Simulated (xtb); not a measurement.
AsGa (SMILES [Ga]=[As]), triplet, at a GFN2-xTB geometry (such geometries of metal compounds can be far from the true shape); GFN2-xTB with GBSA(toluene) run with xtb 6.7.1.

Input for xtb:
```
$ xtb mol.xyz --gfn 2 --uhf 2 --gbsa toluene --json

# file mol.xyz
2

Ga    -0.00000000    -0.00000000    -1.21454477
As     0.00000000     0.00000000     1.14093600
```

It wrote (shortened):

```
   ID    Z sym.   atoms
    1   31 Ga     1
    2   33 As     2

           -------------------------------------------------
          |                Calculation Setup                |
           -------------------------------------------------

           -------------------------------------------------
          |                 G F N 2 - x T B                 |
           -------------------------------------------------

      * Solvation model:               GBSA
        Solvent                        toluene
        Parameter file                 internal GFN2-xTB/GBSA
        Dielectric constant                7.0000E+00
        Reference state                gsolv [1 M gas/solution]
        Free energy shift                  4.5239E-03 Eh       2.8388E+00 kcal/mol
        Temperature                        2.9815E+02 K
        Density                            8.6700E-01 kg/L
        Solvent mass                       9.2140E+01 g/mol
        Interaction kernel             Still
        Born radius scaling (c1)           1.5686E+00
        Born radii integrator          GBOBC
        Born offset                        0.0000E+00 a0       0.0000E+00 AA
        H-bond correction              false
        Ion screening                  false
        Surface tension                    1.0000E-05 Eh       1.5569E+01 dyn/cm
        Grid points                               230 per atom

          ...................................................
          :                      SETUP                      :
          :.................................................:
          :  # basis functions                  20          :
          :  # atomic orbitals                  18          :
          :  # shells                            6          :
          :  # electrons                         8          :
          :  max. iterations                   250          :
          :  Hamiltonian                  GFN2-xTB          :
          :  restarted?                      false          :
          :  GBSA solvation                   true          :
          :  PC potential                    false          :
          :  electronic temp.          300.0000000     K    :
          :  accuracy                    1.0000000          :
          :  -> integral cutoff          0.2500000E+02      :
          :  -> integral neglect         0.1000000E-07      :
          :  -> SCF convergence          0.1000000E-05 Eh   :
          :  -> wf. convergence          0.1000000E-03 e    :
          :  Broyden damping             0.4000000          :
          :  net charge                          0          :
          :  unpaired electrons                  2          :
          ...................................................

 iter      E             dE          RMSdq      gap      omega  full diag
   1     -3.4753446 -0.347534E+01  0.327E+01    3.62       0.0  T
   2     -3.4813338 -0.598912E-02  0.259E+01    3.24       1.0  T
   3     -3.4796288  0.170498E-02  0.223E+01    3.33       1.0  T
   4     -3.4819084 -0.227963E-02  0.157E+00    3.18       1.0  T
   5     -3.4819589 -0.505051E-04  0.246E-01    3.24       1.0  T
   6     -3.4819823 -0.234198E-04  0.146E-01    3.22       1.0  T
   7     -3.4819825 -0.130158E-06  0.658E-02    3.22       1.1  T
   8     -3.4819825 -0.192785E-07  0.356E-03    3.22      19.9  T
   9     -3.4819825 -0.136396E-09  0.635E-04    3.22     111.3  T
  10     -3.4819825 -0.257172E-11  0.236E-04    3.22     299.1  T

   *** convergence criteria satisfied after 10 iterations ***

 transition dipole moment (au) for excitation:           4           5
     X       Y       Z
   0.0004   0.0645  -0.0000  total (au/Debye):    0.065   0.164
 dE (eV)             :    0.199
 oscillator strength :  0.28619E-04

         :::::::::::::::::::::::::::::::::::::::::::::::::::::
         ::                     SUMMARY                     ::
         :::::::::::::::::::::::::::::::::::::::::::::::::::::
         :: total energy              -3.477938607168 Eh    ::
         :: total w/o Gsasa/hb        -3.471480030302 Eh    ::
         :: gradient norm              0.002103488773 Eh/a0 ::
         :: HOMO-LUMO gap              3.219532754528 eV    ::
         ::.................................................::
         :: SCC energy                -3.481982478702 Eh    ::
         :: -> isotropic ES            0.005498978529 Eh    ::
         :: -> anisotropic ES          0.000767148332 Eh    ::
         :: -> anisotropic XC          0.000438868524 Eh    ::
         :: -> dispersion             -0.000954641835 Eh    ::
         :: -> Gsolv                  -0.006922178109 Eh    ::
         ::    -> Gelec               -0.000463601243 Eh    ::
         ::    -> Gsasa               -0.010982456738 Eh    ::
         ::    -> Ghb                  0.000000000000 Eh    ::
         ::    -> Gshift               0.004523879872 Eh    ::
         :: repulsion energy           0.004043871535 Eh    ::
         :: add. restraining           0.000000000000 Eh    ::
         :: total charge              -0.000000000229 e     ::
         :::::::::::::::::::::::::::::::::::::::::::::::::::::

           -------------------------------------------------
          |                Property Printout                |
           -------------------------------------------------

    * Orbital Energies and Occupations

         #    Occupation            Energy/Eh            Energy/eV
      -------------------------------------------------------------
         1        2.0000           -0.5367069             -14.6045
         2        2.0000           -0.4649995             -12.6533
         3        1.4998           -0.2878715              -7.8334
         4        1.4998           -0.2878715              -7.8334
         5        1.0005           -0.2805755              -7.6348 (HOMO)
         6                         -0.1622599              -4.4153 (LUMO)
         7                         -0.1622599              -4.4153
         8                         -0.0607461              -1.6530
         9                         -0.0277251              -0.7544
        10                         -0.0277251              -0.7544
        11                          0.0524712               1.4278
        12                          0.0524712               1.4278
        13                          0.0821124               2.2344
        14                          0.0821124               2.2344
        15                          0.1686962               4.5905
        16                          0.3116157               8.4795
       ...                                ...                  ...
        18                          1.4502164              39.4624
      -------------------------------------------------------------
                  HL-Gap            0.1183157 Eh            3.2195 eV
             Fermi-level           -0.2546450 Eh           -6.9292 eV

     #   Z          covCN         q      C6AA      α(0)
     1  31 Ga       0.919     0.136   325.068    46.096
     2  33 As       0.919    -0.136   253.204    30.196

 Mol. C6AA /au·bohr⁶  :       1130.196671
 Mol. C8AA /au·bohr⁸  :     107403.837745
 Mol. α(0) /au        :         76.292565

Wiberg/Mayer (AO) data.
largest (>0.10) Wiberg bond orders for each atom

 ---------------------------------------------------------------------------
     #   Z sym  total        # sym  WBO       # sym  WBO       # sym  WBO
 ---------------------------------------------------------------------------
     1  31 Ga   1.456 --     2 As   1.456
     2  33 As   1.456 --     1 Ga   1.456
 ---------------------------------------------------------------------------

Topologies differ in total number of bonds
Writing topology from bond orders to xtbtopo.mol

molecular dipole:
                 x           y           z       tot (Debye)
 q only:        0.000       0.000      -0.606
   full:       -0.000      -0.000      -1.951       4.958
molecular quadrupole (traceless):
                xx          xy          yy          xz          yz          zz
 q only:       -0.042       0.000      -0.042       0.000       0.000       0.084
  q+dip:       -0.828       0.000      -0.828      -0.000      -0.000       1.655
   full:        0.927      -0.000       0.927       0.000       0.000      -1.853

           -------------------------------------------------
          | TOTAL ENERGY               -3.477938607168 Eh   |
          | GRADIENT NORM               0.002103488773 Eh/α |
          | HOMO-LUMO GAP               3.219532754528 eV   |
           -------------------------------------------------

normal termination of xtb
```
